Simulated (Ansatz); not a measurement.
Species: C$_{5}$H$_{10}$, SMILES `CC=C(C)C` (charge 0, multiplicity 1).

Task: Give a relaxed geometry from PBE0-D3(BJ)/def2-TZVP in Ansatz (an electronic-structure program).

Result: the end point of this relaxation (outside a Z-matrix the atoms follow the SMILES, hydrogens last).
Z-matrix (Å, degrees):
```
C
C 1 1.3334
H 2 1.0889 1 116.82
C 2 1.4906 3 114.96 1 -180.00
H 4 1.0898 2 113.10 3 180.00
H 4 1.0950 5 107.70 2 -122.77
H 4 1.0950 5 107.70 6 -114.46
C 1 1.4959 2 124.77 3 -180.00
H 8 1.0887 1 113.37 2 0.00
H 8 1.0954 9 107.98 5 122.67
H 8 1.0954 9 107.98 10 114.66
C 1 1.4974 2 120.80 3 0.00
H 12 1.0909 1 111.76 2 0.00
H 12 1.0956 13 108.27 1 -122.48
H 12 1.0956 13 108.27 14 -115.03
```
